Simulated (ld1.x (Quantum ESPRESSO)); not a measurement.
## Transferability test, RRKJ potential for cobalt

- Element: Co
- Generator: ld1.x (Quantum ESPRESSO) 7.5
- Type: norm-conserving RRKJ (Kleinman–Bylander form)
- Functional: PBE
- Relativity: scalar-relativistic
- Frozen core: [Ar]
- Valence charge: 9
- Reference configuration: 3d7.5 4s1.5 4p0
- Partial waves: 4s (bound): rc 2.50 bohr; 4p (bound, empty): rc 2.40 bohr; 3d (bound): rc 1.50 bohr
- Local potential: all-electron potential smoothed inside 1.25 bohr (lloc = -2)
- Core correction: Bessel-smoothed model core, default radius (core density twice the valence density)
- rho0: 0.02

Energies are relative to the spin-unpolarised reference configuration 3d7.5 4s1.5 4p0; without spin polarisation the order of configurations can differ from experiment.

```csv
valence configuration,charge,ΔE all-electron (eV),error AE − PS (meV)
3d7 4s2 4p0,0,0.960,+54
3d7 4s1 4p0,+1,9.991,+133
3d7 4s0 4p0,+2,26.776,-47
3d6 4s2 4p0,+1,16.142,+1948
3d5 4s0 4p0,+4,117.998,-1428
```

(1) What are ΔE and the potential's error for 3d7 4s0 4p2?

(2) What are ΔE and the potential's error for 3d6 4s2 4p1?

## Answers

(1) ΔE = 9.939 eV all-electron; the error (AE − PS) is -68 meV.

(2) ΔE = 10.621 eV all-electron; the error (AE − PS) is +1486 meV.

These tests converged, but a pseudo level misses the all-electron one widely, so the file describes the atom poorly there or has found another state: 3d6 4s2 4p0: 3d by 4.0 eV; 3d6 4s2 4p1: 3d by 3.2 eV.
